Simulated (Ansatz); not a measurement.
Ansatz (a quantum-chemistry and plane-wave program) input (PBE/LANL2DZ): The .json file is the Basis Set Exchange's LANL2DZ.

Ansatz 0.2 input:
```yaml
crystal:
  periodic: [false, false, false]
  atoms:
    - {symbol: Cs, position_ang: [-0.00000000, -0.00000000, -1.77065809]}
    - {symbol: I, position_ang: [0.00000000, 0.00000000, 1.83747538]}
basis:
  gaussian:
    orbitals: LANL2DZ.json
hamiltonian:
  xc: {name: PBE}
total_charge: -1
magnetization: {spin_polarized: true, initial_magnetization: 1}
output: {forces: true}
```

Output:

```
WARN ansatz: RAYON_NUM_THREADS=1 ignored (pool sized by the plan → 1); use --threads N
Functional definition: PBE
integrals: 0.02 GiB planned
299 factors; integrals over basis functions are off by at most 2.2e-4 eV
mean field: 0.11 GiB planned
mean field evaluation 1: about -846.0342 eV, gradient 2.1e1 eV
mean field evaluation 2: about -848.9146 eV, gradient 1.7e1 eV
mean field evaluation 4: about -853.7710 eV, gradient 2.5e-1 eV
mean field evaluation 8: about -853.7607 eV, gradient 1.7e-3 eV
mean field evaluation 16: about -852.8648 eV, gradient 4.6e-2 eV
mean field -853.76066886 eV, -31.3751258810 hartree, gradient 8.8e-5 eV, S^2 0.750320; 3 other end points of the search recorded, 0 dependent functions left out
the calculation of the forces begins
reference -853.76073880 eV, -31.3751284511 hartree; 9, 8 occupied and 11, 12 virtual orbitals, 299 factors
Total energy: -853.76073880 eV, -31.3751284511 hartree
Atom 0 at    -0.000000    -0.000000    -1.770658 Å, force    -0.000000    -0.000000    -0.370039 eV/Å
Atom 1 at     0.000000     0.000000     1.837475 Å, force     0.000000     0.000000     0.370039 eV/Å
Dipole moment:     0.000000     0.000000     0.118838 e Å
```

The dipole moment of an ion depends on the origin.
